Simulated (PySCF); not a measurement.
**Ionisation energy of Ce³²⁺ by level of theory**

Ce³²⁺ [Ar] 3d8 (3F) → Ce³³⁺ [Ar] 3d7 (4F), as a difference of total energies. Computed with PySCF 2.14 in an even-tempered Gaussian basis (18 s from 5 bohr⁻², ratio 2.5; 13 p from 6.5 bohr⁻², ratio 2.5; 8 d from 6.5 bohr⁻², ratio 2.5; 4 f from 28 bohr⁻², ratio 2.7; 3 g from 42 bohr⁻², ratio 2.7), with scalar relativity by spin-free X2C-1e. Correlated levels: outer shells: [Ne] frozen; virtual orbitals above 40 to 60 times the deepest correlated orbital energy dropped. The calculations carry no spin-orbit coupling.

```tsv
method	ionisation energy (eV)
UHF	2093.7
LDA	2094.7
PBE	2094.5
PBE0	2094.9
r2SCAN	2095.8
MN15	2094.6
BP86	2094.9
MP2 (outer shells)	2095.2
SCS-MP2 (outer shells)	2095.1
```

Spin-orbit coupling is strong in these open shells (close to jj coupling). The scalar numbers leave it out and a first-order estimate fails, so it can dominate the gap to the real levels.

Breit and QED terms and the two-electron picture change are absent.

For comparison: 2087 ± 4 eV (theoretical estimate listed by NIST; NIST Atomic Spectra Database, ionization energies).
